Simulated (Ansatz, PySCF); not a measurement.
Process, species as SMILES: N[SiH2]N[SiH3] → N[SiH2]N[SiH2-] + H+
Each molecule is optimised on its own at B3LYP-D3(BJ)/def2-TZVP (Ansatz, an electronic-structure program), one conformer each, not searched for the lowest. Frequencies are from Ansatz or PySCF.

Quantity: gas-phase deprotonation energy (enthalpy at 298 K, with B3LYP-D3(BJ) rigid-rotor harmonic-oscillator terms), in kcal/mol. Valence correlation only, unless marked. No spin-orbit coupling. No relativistic terms. Anions need diffuse functions: aug- sets have them; def2-D sets add few; the other sets have none. Basis-set limits of correlation are two-point, X^-3; Hartree-Fock from the larger set.

CCSD(T)/CBS(aug-cc-pV(T+d)Z,aug-cc-pV(Q+d)Z) (Ansatz) gives 374.3 kcal/mol.

Another calculation gave 373.4 kcal/mol. Which level was it?
A. SVWN5/def2-TZVPD (Ansatz)
B. wB97M-V/def2-TZVPD (Ansatz)
C. LC-wPBE/def2-TZVPD (Ansatz)
D. r2SCAN/def2-TZVPD (Ansatz)

D, r2SCAN/def2-TZVPD (Ansatz). The others give 370.1 (wB97M-V), 377.9 (LC-wPBE), 359.6 (SVWN5) kcal/mol.
